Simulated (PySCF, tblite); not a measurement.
Write Cartesian coordinates for InChI=1S/C4H12NPSi3/c1-4(2)9-6(7)8-3-5/h1,8-9H2,2,7H3 as optimised with GFN2-xTB.

```
atom  x, y, z in Å
C1    -1.8821    1.6184   -0.9970
C2    -1.8562    0.3467   -0.6214
C3    -2.9245   -0.2432    0.2467
Si4   -0.4264   -0.7977   -1.0820
P5     0.7482   -1.0653    0.8124
Si6    2.6255   -1.9942    0.0499
Si7    1.3853    1.0257    1.2292
C8     2.0308    1.8466   -0.3218
N9     2.4087    2.2898   -1.3089
H10   -1.1113    2.0455   -1.6167
H11   -2.6784    2.2868   -0.7038
H12   -3.4516   -1.0301   -0.2920
H13   -2.4732   -0.6960    1.1301
H14   -3.6459    0.5088    0.5619
H15    0.3738   -0.2207   -2.1643
H16   -0.8873   -2.1406   -1.4462
H17    2.2611   -3.3472   -0.3627
H18    3.2092   -1.2550   -1.0696
H19    3.5549   -2.0135    1.1784
H20    2.4971    1.0339    2.1810
H21    0.2334    1.8181    1.6584
```

Orientation and origin are arbitrary. Atoms count from 1 in this order. Of the pairs four or more bonds apart, H11···H14 is among the closest relative to their van der Waals radii: 2.39 Å, 99 % of the sum of Bondi's values. Si7 (SiH2 silicon) is distorted tetrahedral (angles from 105.9° to 113.9°). Si4 (SiH2 silicon) is distorted tetrahedral (angles from 105.2° to 112.6°). Si6 (SiH3 silicon) is distorted tetrahedral (angles from 105.8° to 112.8°).

Bonds between heavy atoms (Å): C1=C2 1.326, C2–C3 1.498, C2–Si4 1.888, Si4–P5 2.245, P5–Si6 2.229, P5–Si7 2.225, Si7–C8 1.870, C8≡N9 1.146.

Structure optimised with GFN2-xTB, isolated species.

Point group: C1 (no symmetry element, even within 0.4 Å). Its GFN2-xTB frequencies are all real (lowest 16 cm⁻¹). The numbers are those of one conformer (C1–C2–Si4–P5 106°, C2–Si4–P5–Si6 -167°, Si4–P5–Si7–C8 -46°).

The numbers are calculated, not measured.
